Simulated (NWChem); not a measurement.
All runs are NWChem calculations. System: HAl, charge 0, spin multiplicity 1, at a geometry optimised with B3LYP/def2-SVP. The structure started from a generated list of species. Level: RHF/6-31G* (spherical d).

Job file:

```
start mol
memory heap 200 mb stack 900 mb global 1100 mb
geometry units angstroms nocenter noautoz
  Al     0.000000     0.000000     0.119015
  H      0.000000     0.000000    -1.547196
  symmetry group C2v
end
basis spherical
  * library 6-31g*
end
scf
  rhf
  nopen 0
  maxiter 100
  thresh 1e-7
  semidirect memsize 60000000 filesize 0
end
task scf energy
```

Part of the output:

```
             Northwest Computational Chemistry Package (NWChem) 7.3.0
             --------------------------------------------------------

                                NWChem Input Module
                                -------------------

 Scaling coordinates for geometry "geometry" by  1.889725989
 (inverse scale =  0.529177249)

 Turning off AUTOSYM since
 SYMMETRY directive was detected!

                             Geometry "geometry" -> ""
                             -------------------------

 Output coordinates in angstroms (scale by  1.889725989 to convert to a.u.)

  No.       Tag          Charge          X              Y              Z
 ---- ---------------- ---------- -------------- -------------- --------------
    1 Al                  13.0000     0.00000000     0.00000000     0.11901500
    2 H                    1.0000     0.00000000     0.00000000    -1.54719600

 Effective nuclear repulsion energy (a.u.)       4.1287113319

            Nuclear Dipole moment (a.u.)
            ----------------------------
        X                 Y               Z
 ---------------- ---------------- ----------------
     0.0000000000     0.0000000000    -0.0000018897

      Symmetry information
      --------------------

 Group name             C2v
 Group number             16
 Group order               4
 No. of unique centers     2

      Symmetry unique atoms

     1    2


 Summary of "ao basis" -> "" (spherical)
 ------------------------------------------------------------------------------
       Tag                 Description            Shells   Functions and Types
 ---------------- ------------------------------  ------  ---------------------
 *                           6-31g*                   on all atoms

 Summary of "ao basis" -> "ao basis" (spherical)
 ------------------------------------------------------------------------------
       Tag                 Description            Shells   Functions and Types
 ---------------- ------------------------------  ------  ---------------------
 Al                          6-31g*                  8       18   4s3p1d
 H                           6-31g*                  2        2   2s

                                 NWChem SCF Module
                                 -----------------

  ao basis        = "ao basis"
  functions       =    20
  atoms           =     2
  closed shells   =     7
  open shells     =     0
  charge          =   0.00
  wavefunction    = RHF
  use symmetry    = T
  symmetry adapt  = T

 Summary of "ao basis" -> "ao basis" (spherical)
 ------------------------------------------------------------------------------
       Tag                 Description            Shells   Functions and Types
 ---------------- ------------------------------  ------  ---------------------
 Al                          6-31g*                  8       18   4s3p1d
 H                           6-31g*                  2        2   2s

      Symmetry analysis of basis
      --------------------------

        a1         11
        a2          1
        b1          4
        b2          4

 Forming initial guess at       0.0s

      Superposition of Atomic Density Guess
      -------------------------------------

 Sum of atomic energies:        -242.35688324

      Non-variational initial energy
      ------------------------------

 Total energy =    -242.252905
 1-e energy   =    -345.316591
 2-e energy   =      98.934974
 HOMO         =      -0.190416
 LUMO         =      -0.008098

      Symmetry analysis of molecular orbitals - initial
      -------------------------------------------------

 !! scf_movecs_sym_adapt:   10 vectors were symmetry contaminated

  Symmetry fudging

 !! scf_movecs_sym_adapt:   10 vectors were symmetry contaminated

  Numbering of irreducible representations:

     1 a1          2 a2          3 b1          4 b2

  Orbital symmetries:

     1 a1          2 a1          3 a1          4 b1          5 b2
     6 a1          7 a1          8 b1          9 b2         10 a1
    11 a1         12 b2         13 b1         14 a1         15 b1
    16 b2         17 a1

 Starting SCF solution at       0.2s

 ----------------------------------------------
         Quadratically convergent ROHF

 Convergence threshold     :          1.000E-07
 Maximum no. of iterations :          100
 Final Fock-matrix accuracy:          1.000E-09
 ----------------------------------------------

              iter       energy          gnorm     gmax       time
             ----- ------------------- --------- --------- --------
                 1     -242.4283312597  2.24D-01  1.37D-01      0.2
                 2     -242.4366591575  4.99D-02  2.69D-02      0.2
                 3     -242.4372498803  8.44D-04  5.34D-04      0.2
                 4     -242.4372500798  3.03D-07  1.05D-07      0.2
                 5     -242.4372500798  4.44D-09  2.20D-09      0.2

       Final RHF  results
       ------------------

         Total SCF energy =   -242.437250079755
      One-electron energy =   -345.554899026020
      Two-electron energy =     98.988937614389
 Nuclear repulsion energy =      4.128711331876

        Time for solution =      0.0s

       Symmetry analysis of molecular orbitals - final
       -----------------------------------------------

  Numbering of irreducible representations:

     1 a1          2 a2          3 b1          4 b2

  Orbital symmetries:

     1 a1          2 a1          3 b1          4 b2          5 a1
     6 a1          7 a1          8 b2          9 b1         10 a1
    11 a1         12 b2         13 b1         14 a1         15 a1
    16 a2         17 b1

             Final eigenvalues
             -----------------

              1
    1  -58.4798
    2   -4.9005
    3   -3.2098
    4   -3.2098
    5   -3.2075
    6   -0.4945
    7   -0.2867
    8    0.0305
    9    0.0305
   10    0.1616
   11    0.2274
   12    0.3251
   13    0.3251
   14    0.3456
   15    0.6616
   16    0.6616
   17    0.6647

                       ROHF Final Molecular Orbital Analysis
                       -------------------------------------

 Vector    5  Occ=2.000000D+00  E=-3.207462D+00  Symmetry=a1
              MO Center= -8.4D-18,  3.0D-17,  1.2D-01, r^2= 1.3D-01
   Bfn.  Coefficient  Atom+Function         Bfn.  Coefficient  Atom+Function
  ----- ------------  ---------------      ----- ------------  ---------------
     5      0.995357  1 Al pz

 Vector    6  Occ=2.000000D+00  E=-4.945021D-01  Symmetry=a1
              MO Center=  1.8D-16, -2.6D-16, -9.0D-01, r^2= 1.6D+00
   Bfn.  Coefficient  Atom+Function         Bfn.  Coefficient  Atom+Function
  ----- ------------  ---------------      ----- ------------  ---------------
     6      0.458726  1 Al s                 20      0.316038  2 H  s
    19      0.248965  2 H  s                  2     -0.212427  1 Al s
    10      0.184445  1 Al s                  9     -0.159206  1 Al pz

 Vector    7  Occ=2.000000D+00  E=-2.866922D-01  Symmetry=a1
              MO Center=  7.3D-17, -8.4D-16,  3.4D-01, r^2= 2.9D+00
   Bfn.  Coefficient  Atom+Function         Bfn.  Coefficient  Atom+Function
  ----- ------------  ---------------      ----- ------------  ---------------
     6      0.438396  1 Al s                 10      0.392477  1 Al s
     9      0.338962  1 Al pz                20     -0.331673  2 H  s
    13      0.202903  1 Al pz                 2     -0.176959  1 Al s
    19     -0.171705  2 H  s

 Vector    8  Occ=0.000000D+00  E= 3.050030D-02  Symmetry=b2
              MO Center=  4.6D-32,  3.5D-15,  1.1D-01, r^2= 4.9D+00
   Bfn.  Coefficient  Atom+Function         Bfn.  Coefficient  Atom+Function
  ----- ------------  ---------------      ----- ------------  ---------------
    12      0.781300  1 Al py                 8      0.303772  1 Al py

 Vector    9  Occ=0.000000D+00  E= 3.050030D-02  Symmetry=b1
              MO Center= -2.5D-16, -8.3D-34,  1.1D-01, r^2= 4.9D+00
   Bfn.  Coefficient  Atom+Function         Bfn.  Coefficient  Atom+Function
  ----- ------------  ---------------      ----- ------------  ---------------
    11      0.781300  1 Al px                 7      0.303772  1 Al px

 Vector   10  Occ=0.000000D+00  E= 1.615724D-01  Symmetry=a1
              MO Center= -9.0D-16, -1.1D-14, -3.2D-01, r^2= 6.9D+00
   Bfn.  Coefficient  Atom+Function         Bfn.  Coefficient  Atom+Function
  ----- ------------  ---------------      ----- ------------  ---------------
    13      1.307631  1 Al pz                20      1.129200  2 H  s
    10     -0.990335  1 Al s                  6      0.190466  1 Al s

 center of mass
 --------------
 x =   0.00000000 y =   0.00000000 z =   0.11152979

 moments of inertia (a.u.)
 ------------------
           9.632000168465           0.000000000000           0.000000000000
           0.000000000000           9.632000168465           0.000000000000
           0.000000000000           0.000000000000           0.000000000000

  Mulliken analysis of the total density
  --------------------------------------

    Atom       Charge   Shell Charges
 -----------   ------   -------------------------------------------------------
    1 Al  13    12.74   2.00  2.00  5.97  1.16  0.62  0.67  0.27  0.05
    2 H    1     1.26   0.47  0.79

       Multipole analysis of the density wrt the origin
       ------------------------------------------------

     L   x y z        total         open         nuclear
     -   - - -        -----         ----         -------
     0   0 0 0     -0.000000      0.000000     14.000000

     1   1 0 0     -0.000000      0.000000      0.000000
     1   0 1 0      0.000000      0.000000      0.000000
     1   0 0 1     -0.156145      0.000000     -0.000002

     2   2 0 0     -9.104227      0.000000      0.000000
     2   1 1 0      0.000000      0.000000      0.000000
     2   1 0 1     -0.000000      0.000000      0.000000
     2   0 2 0     -9.104227      0.000000      0.000000
     2   0 1 1      0.000000      0.000000      0.000000
     2   0 0 2    -15.483249      0.000000      9.206043

 Task  times  cpu:        0.2s     wall:        0.2s

 Total times  cpu:        0.2s     wall:        0.2s
```
